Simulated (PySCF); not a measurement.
CLiN, SMILES [Li][N][C] (connectivity only; charge and spin as stated), neutral, multiplicity 1. Atoms are numbered in the order given.

```xyz
3

Li     0.0000     0.0000     1.8816
C      0.0000     0.0000    -1.0709
N      0.0000     0.0000     0.1116
```
Charge 0, spin multiplicity 1.

Geometry: PBE-D3(BJ)/def2-TZVPD.

These are IEF-PCM-ωB97X/def2-TZVPD (PySCF 2.14.0) values and carry that method's errors.

The values are the electrostatic part of the solvation free energy, E(continuum) − E(gas) at the gas-phase geometry, in a cavity of scaled van der Waals radii (PySCF's table); cavitation and dispersion terms are not included. A continuum can't describe solvent molecules that bind to the metal. In vacuum the orbital gap is 9.34 eV. The dipole moment in vacuum is 9.01 D.

| solvent | ε | ΔG(elec) (kcal/mol) | dipole (D) | gap (eV) |
|---|---|---|---|---|
| water | 78.36 | -21.7 | 10.19 | 11.82 |
| 1-octanol | 9.86 | -19.1 | 10.05 | 11.54 |
| methanol | 32.61 | -21.2 | 10.16 | 11.76 |
